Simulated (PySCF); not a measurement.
# Relaxation of singlet ZrO(OH)2

Level of theory: PBE0/[Zr def2-TZVP with ECP28, O def2-TZVP, H def2-TZVP], scalar-relativistic core potentials, density fitting, no spin–orbit coupling, PySCF. A (50,194) grid was used.

A start displaced from a saddle point along its imaginary mode, of Cs symmetry, held to at least that symmetry:

Coordinates in bohr (charge 0 multiplicity 1):
```
Zr    0.0196    0.1096    0.0407
O    -0.0373   -0.2090    3.3490
O     3.2216   -0.7548   -1.7012
O    -3.2838    0.4060   -1.7012
H     4.9208   -1.3580   -1.3910
H    -5.0868    0.4278   -1.3910
```

Optimiser trace:
```
step  E − E(last) (kJ/mol)  largest gradient (Eh/bohr)
   0                  3.77                     0.01289
   1                  2.46                     0.00312
   2                  2.19                     0.00247
   3                  1.88                     0.00187
   4                  1.51                     0.00365
   5                  1.24                     0.00822
   6                  1.01                     0.00611
   7                  0.72                     0.00505
   8                  0.34                     0.00383
   9                  0.13                     0.00194
  10                  0.07                     0.00114
  11                  0.04                     0.00059
  12                  0.03                     0.00109
  13                  0.01                     0.00100
  14                  0.00                     0.00032
  15                  0.00                     0.00013
```

It ends at Cs with O–H 0.956 Å (×2), Zr–O 1.749 Å, Zr–O 1.969 Å (×2); H–O–Zr 137.6° (×2), O–Zr–O 113.6° (×2), O–Zr–O 117.4° (after a last refinement on a finer grid). A frequency run shows a minimum. Other isomers or separated fragments may lie lower.

Final geometry:
Coordinates in bohr (charge 0 multiplicity 1):
```
Zr    0.0509    0.2855    0.0749
O    -0.1327   -0.7436    3.2111
O     3.0585   -0.9613   -1.7259
O    -3.2022    0.1559   -1.7259
H     4.4638   -2.0441   -1.3861
H    -4.8953   -0.3741   -1.3861
```

The relaxation took 43 s on 4 threads of a shared Arm Neoverse V1 host, with 145 basis functions and 17 gradients; the process peaked at 1.9 GiB.
